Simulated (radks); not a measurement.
The numbers below are computed, except where a source is named.
Effect of the nuclear size on the argon ion Ar2+, [Ne] 3s2 3p4. Level of theory: Dirac Kohn-Sham, relativistic LDA (MacDonald-Vosko exchange, VWN5 correlation), spin-unpolarised, spherical densities, finite nucleus; open shells are shared between the two j in proportion to 2j + 1; Fermi nuclear charge, rms radius 3.4274 fm (a radial shooting solver on a logarithmic mesh with Libxc functionals). The rms radius is varied about that value; shifts are against it.

| rms radius (fm) | total energy shift (eV) | density at nucleus (e/bohr^3) | 1s1/2 shift (meV) | 2s1/2 shift (meV) |
|---|---|---|---|---|
| 3.0675 | -0.00367 | 4307 | -1.54 | -0.115 |
| 3.1909 | -0.00245 | 4303 | -1.03 | -0.077 |
| 3.4274 | 0 | 4297 | 0.000 | 0.000 |
| 3.6605 | 0.00259 | 4291 | 1.09 | 0.081 |
| 4.1609 | 0.00870 | 4279 | 3.65 | 0.274 |

Slopes of the eigenvalues against <r^2> in GHz/fm^2, as finite differences over the two radii next to the reference (eigenvalue slopes, not the field-shift constants of lines): 1s1/2 159, 2s1/2 11.9.
